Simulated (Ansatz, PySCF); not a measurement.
H$_{6}$N$_{2}$Si, singlet, geometry from GFN2-xTB, atoms displaced at random by about 0.03 Å a coordinate. Base run: HF/STO-3G, gradient in PySCF.

Input for PySCF:
```python
from pyscf import gto, scf

mol = gto.M(
    atom='''
Si   -0.10256788    0.38934540    0.26154960
N     1.46722304   -0.20815335   -0.02529936
N    -1.33932559   -0.67141324   -0.33230244
H    -0.27774288    0.43873581    1.67031132
H    -0.01987234    1.73796994   -0.39305126
H     1.79513702   -1.04606462    0.38402160
H     1.86129176   -0.10721119   -0.95909880
H    -2.27009437   -0.47054869   -0.08855397
H    -1.28897380   -0.95817033   -1.26405665
''',
    basis='sto-3g',
    verbose=4,
)

mf = scf.RHF(mol)
mf.kernel()
g = mf.nuc_grad_method()
grad = g.kernel()
```

Programs used: Ansatz (a first-principles code), PySCF; a row that names a program was run with it.

The coordinate followed is x of atom 1.

The base run was repeated with changes; each row names its change, and settings that it needs were set with it.

| change | dE/dx (Eh/bohr) | net force (Eh/bohr) |
|---|---|---|
| base | -0.005887 | 0.000000 |
| code = ansatz | -0.005889 | 0.000000 |
| finite difference step (bohr) = 0.05; conv_tol = 1e-11 | -0.005722 | - |
| finite difference step (bohr) = 1e-5; conv_tol = 1e-11 | -0.005887 | - |
| density fitting = on; auxbasis_response = off | -0.005863 | 0.001837 |
| finite difference step (bohr) = 1e-4; conv_tol = 1e-11 | -0.005887 | - |
| finite difference step (bohr) = 0.01; conv_tol = 1e-11 | -0.005881 | - |
| finite difference step (bohr) = 1e-3; conv_tol = 1e-11 | -0.005887 | - |
| conv_tol = 1e-11 | -0.005887 | 0.000000 |
| density fitting = on | -0.005884 | 0.000000 |
| finite difference step (bohr) = 0.2; conv_tol = 1e-11 | ___ | - |
| conv_tol = 1e-4 | -0.005877 | 0.000000 |

Question: Fill in the missing entries.

Answer: 
- finite difference step (bohr) = 0.2; conv_tol = 1e-11, dE/dx (Eh/bohr): -0.003205

The net force is zero for an exact gradient.
